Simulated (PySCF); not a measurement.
**Ionising KBr**

M06; PySCF, spin-free X2C with a Gaussian nucleus, basis sets K x2c-SVPall, Br x2c-SVPall. Neutral (UKS): singlet (closed shell), Re = 2.822 Å, ωe = 226 cm⁻¹, De = 3.92 eV, HOMO -5.31 eV, LUMO -2.11 eV.

KBr⁺ (UKS): doublet (π ↑), Re = 3.451 Å, ωe = 77.1 cm⁻¹, De = 0.26 eV to K⁺ + Br. The energies at the minima are -3207.99316 hartree for KBr and -3207.71141 for KBr⁺.

**Question.** Work out the adiabatic ionisation energy, without and with harmonic zero-point energies (1 hartree = 27.2114 eV, 1 eV = 8065.5 cm⁻¹), and the change of the bond length.

**Answer.** At M06: 0.28175 hartree = 7.667 eV between the minima; the zero-point term (77.1 − 226.0)/2 cm⁻¹ = -0.009 eV makes it 7.658 eV. Re changes by +62.9 pm against the neutral. Minus the HOMO energy is 5.31 eV, -2.36 eV from the value between the minima; self-interaction puts the Kohn–Sham level too high, less so with exact exchange. The electron leaves a π orbital, and the ion is left as a loose complex of an ion and an atom.

Weak bonds: KBr⁺. Basis-set superposition, not corrected here, can be much of De in a small basis, most of all at correlated wavefunction levels. Spin–orbit coupling is left out. For an ion De counts to the pair picked by the measured ionisation energies or electron affinities, which need not be the lowest pair at this level. States were picked by a PBE0 search and need not be the measured ground states.
